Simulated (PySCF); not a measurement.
C5H8Cl2Si.
Numbering: `[Cl:1][CH:2]([Cl:3])[SiH2:4][C:5]1=[CH:6][CH2:7][CH2:8]1`

Geometry (GFN2-xTB, Å), atoms numbered from 1 in this order:
```
atom  x, y, z in Å
Cl1    1.894    1.264    1.894
C2     2.437    0.384    0.451
Cl3    2.402    1.466   -0.955
Si4    1.296   -1.144    0.140
C5    -0.430   -0.473   -0.075
C6    -1.658   -1.012   -0.089
C7    -2.367    0.283   -0.334
C8    -0.961    0.928   -0.316
H9     3.483    0.134    0.619
H10    1.447   -1.995    1.322
H11    1.832   -1.782   -1.066
H12   -2.026   -2.016    0.031
H13   -2.890    0.352   -1.287
H14   -3.035    0.609    0.462
H15   -0.786    1.627    0.498
H16   -0.648    1.384   -1.253
```

NICS is the negative of the GIAO shielding at a point without a nucleus: at the ring centre (0) and 1 Å above and below it (1); zz is the component along the ring normal. Level: GIAO PBE0/pcSseg-1 (PySCF, non-relativistic, gas phase) on the GFN2-xTB geometry, one conformer.

Ring bond lengths (Å), with Mayer bond orders in brackets: C5–C6 1.341 (1.77), C6–C7 1.497 (1.05), C7–C8 1.547 (1.05), C8–C5 1.518 (1.03).

What do the NICS probes read (ppm)?

```json
{"ring": "C5–C6–C7–C8", "type": "4-membered carbocycle; formal bonds 1 double, 3 single", "NICS(0)": "4.2", "NICS(1), two faces": "-1.7 / -1.6", "NICS(1)zz, two faces": "1.9 / 1.8", "rms pucker (Å)": "0.00", "centre to ring atoms, mean (Å)": "1.04"}
```

What do they say, and how far can they be read as aromaticity?

- C5–C6–C7–C8: mean NICS(1)zz 1.9 ppm, near zero. C7, C8 have four or more neighbours, and the NICS criterion for π rings isn't applied. NICS(0) lies 6 ppm above the mean NICS(1).

Give the inner angles of the rings and the Hirshfeld charges of the ring atoms.

- C5–C6–C7–C8: C5 92.8° (-0.105 e), C6 95.0° (-0.034 e), C7 85.9° (-0.071 e), C8 86.3° (-0.079 e); sum 360.0° against 360° for a flat convex ring.

How shielded are the nuclei of the rings and their hydrogens (means over atoms taken as equivalent)?

```csv
atoms,environment,σ isotropic (ppm),"principal values of the symmetric part, first atom (ppm)"
C5,fully substituted alkene carbon,37.7,"-73.1, 34.7, 151.5"
C6,alkene CH carbon,18.4,"-108.2, 13.9, 149.5"
C7,allylic carbon,150.1,"142.9, 149.3, 158.3"
C8,allylic carbon,149.2,"136.1, 151.2, 160.4"
H12,vinylic hydrogen,24.46,"22.4, 24.3, 26.6"
H13 (×2),methylene hydrogen,28.79,"25.4, 27.0, 34.0"
H15 (×2),methylene hydrogen,28.49,"24.3, 29.4, 31.6"
```
